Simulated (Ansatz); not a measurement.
Stepwise reaction of `C[CH2][In]([F])[F]` with hydrogen chloride, as a gas-phase model of exchange steps in deposition or etching. ΔE in kJ/mol; ΔG adds harmonic PBE0-D4 terms to CCSD(T)/CBS, at 1 bar.

Computed with Ansatz on PBE0-D4/def2-TZVP structures; ΔE is electronic, products minus reactants. CCSD(T)/CBS is the MP2 limit (def2-TZVPP, def2-QZVPP) plus CCSD(T) − MP2 in def2-TZVPP, frozen cores. This one scheme is used for every species. Functionals use def2-TZVPP. B3LYP here is the variant with VWN-RPA as its local correlation; programs differ in this. def2 core potentials past Kr. For In outer-core shells are correlated without core-valence functions, which leaves a few kJ/mol of doubt a bond. Each species was taken in one conformer, which may not be the lowest.

```json
{"step": "1", "reaction": "`C[CH2][In]([F])[F]` + HCl → `C[CH2][In]([F])[Cl]` + H–F", "PBE-D4": "-52.1", "B3LYP-D4": "-53.4", "ωB97M-V": "-55.5", "CCSD(T)/CBS": "-59.3", "ΔG(600 K)": "-52.5"}
{"step": "2", "reaction": "`C[CH2][In]([F])[Cl]` + HCl → `C[CH2][In]([Cl])[Cl]` + H–F", "PBE-D4": "-51.6", "B3LYP-D4": "-53.1", "ωB97M-V": "-55.1", "CCSD(T)/CBS": "-59.2", "ΔG(600 K)": "-51.7"}
```

**Question.** By hand: ΔE of the 2 steps together at CCSD(T)/CBS.

**Answer.** (-59.3) + (-59.2) = -118.5 kJ/mol, or -59.2 kJ/mol a step.

In ΔE the steps differ by no more than 0.1 kJ/mol. All are downhill at CCSD(T)/CBS. ΔG lies between -52.5 and -51.7 kJ/mol a step. PBE-D4 differs from CCSD(T)/CBS by 7.2 to 7.6 kJ/mol a step. Isolated molecules leave out the surface, adducts and barriers. Largest T1 diagnostic: 0.015.
